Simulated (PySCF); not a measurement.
**Dipole response of Cu (copper, neutral)**

[Ar] 3d10 4s1, 2S determinant. All numbers are calculated (PySCF 2.14, the non-relativistic Hamiltonian (point nucleus), in def2-QZVPPD (11s6p5d4f2g, 100 functions)). Coupled (time-dependent) response in atomic units; α is the mean over directions.

| method | mean α (bohr³) | C₆ (like pair) | S(−4) |
| --- | --- | --- | --- |
| BHandHLYP | 50.29 | 320.9 | 2330 |

S(−4) is the Cauchy moment in α(ω) = α(0) + S(−4) ω² + …

Reference α: 46.5 ± 0.5 bohr³ (recommended; Schwerdtfeger and Nagle, table of static dipole polarizabilities (2023 update)). Published C₆: 253.0 (Chu and Dalgarno (2004); Tang, Norbeck and Certain (1976)).

α(iu) at BHandHLYP:

```json
{"u (hartree)": "0", "α(iu) (bohr³)": "50.29"}
{"u (hartree)": "0.0500", "α(iu) (bohr³)": "45.16"}
{"u (hartree)": "0.100", "α(iu) (bohr³)": "35.10"}
{"u (hartree)": "0.200", "α(iu) (bohr³)": "20.10"}
{"u (hartree)": "0.300", "α(iu) (bohr³)": "12.91"}
{"u (hartree)": "0.500", "α(iu) (bohr³)": "7.136"}
{"u (hartree)": "0.750", "α(iu) (bohr³)": "4.501"}
{"u (hartree)": "1.00", "α(iu) (bohr³)": "3.252"}
{"u (hartree)": "1.50", "α(iu) (bohr³)": "2.028"}
{"u (hartree)": "2.00", "α(iu) (bohr³)": "1.428"}
{"u (hartree)": "3.00", "α(iu) (bohr³)": "0.8485"}
{"u (hartree)": "5.00", "α(iu) (bohr³)": "0.4155"}
```

A single London oscillator, α(iu) = α/(1 + u²/ω²), gives C₆ = (3/4) ω α². Matching the computed C₆ needs ω = 4 × 320.9 / (3 × 50.29²) = 0.169 hartree.
